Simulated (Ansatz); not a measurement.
# What each rung costs, and what it gives

The pair of NH$_{4}$⁺ (SMILES [NH4+], atoms 1–5) and H$_{2}$Te (SMILES [TeH2], atoms 6–8), both closed shells, in one local arrangement (a lower one may exist), relaxed at PBE0-D4/def2-TZVP:

```
8
angstrom
N -0.1791 0.4558 -1.2961
H -0.1909 -0.0456 -0.3552
H 0.5333 1.1868 -1.2860
H -1.0928 0.8762 -1.4716
H 0.0326 -0.2130 -2.0378
Te -0.2307 -1.2324 1.8421
H 1.4239 -1.2278 1.9323
H -0.2963 0.2002 2.6723
```

Interaction energies are counterpoise-corrected; the time is that of the whole pair.

Program: Ansatz 0.2.0. Basis: as named in each row. Cores are frozen in the correlated methods. Filled d shells of the heavier atoms are correlated. Core potentials replace the inner electrons of the atoms past krypton. The def2 sets are not built for correlating such inner shells, so the correlated values are less sure here. B3LYP uses VWN-RPA correlation. Extrapolation: Hartree–Fock as exp(−7.88 √X), correlation as X^−2.97.

Times are rough, for one single point on 4 threads of a shared host (Arm Neoverse V2).

The estimate by CCSD(T) at an estimated basis limit (MP2 extrapolated from triple and quadruple zeta, plus CCSD(T) − MP2 in triple zeta) is -57.5 kJ/mol.

| method | basis | time (s) | interaction energy (kJ/mol) | method less estimate |
| --- | --- | --- | --- | --- |
| SPW92 | def2-SVP | under 1 | -80.9 | -23.3 |
| PBE-D4 | def2-SVP | under 1 | -72.9 | -15.4 |
| PBE0-D4 | def2-SVP | under 1 | -66.8 | -9.3 |
| CCSD(T) | def2-SVP | 1 | -47.6 | 9.9 |
| PBE-D4 | def2-TZVPPD | 1 | -72.3 | -14.8 |
| revPBE-D4 | def2-TZVPPD | 1 | -69.9 | -12.4 |
| BLYP-D4 | def2-TZVPPD | 1 | -68.5 | -10.9 |
| PBE0-D4 | def2-TZVPPD | 2 | -67.3 | -9.7 |
| B3LYP-D4 | def2-TZVPPD | 2 | -65.4 | -7.8 |
| HSE06-D4 | def2-TZVPPD | 2 | -67.5 | -9.9 |
| r2SCAN-D4 | def2-TZVPPD | 2 | -64.8 | -7.2 |
| wB97M-V | def2-SVP | 2 | -60.4 | -2.8 |
| B2PLYP | def2-TZVPPD | 3 | -57.9 | -0.3 |
| wB97X-V | def2-TZVPPD | 4 | -59.1 | -1.6 |
| B97M-V | def2-TZVPPD | 5 | -62.7 | -5.1 |
| wB97M-V | def2-TZVPPD | 5 | -58.6 | -1.0 |
| MP2 | def2-QZVPPD | 8 | -58.0 | -0.5 |
| CCSD(T) | def2-TZVPPD | 45 | -55.2 | 2.3 |

T1 diagnostic: at most 0.011.
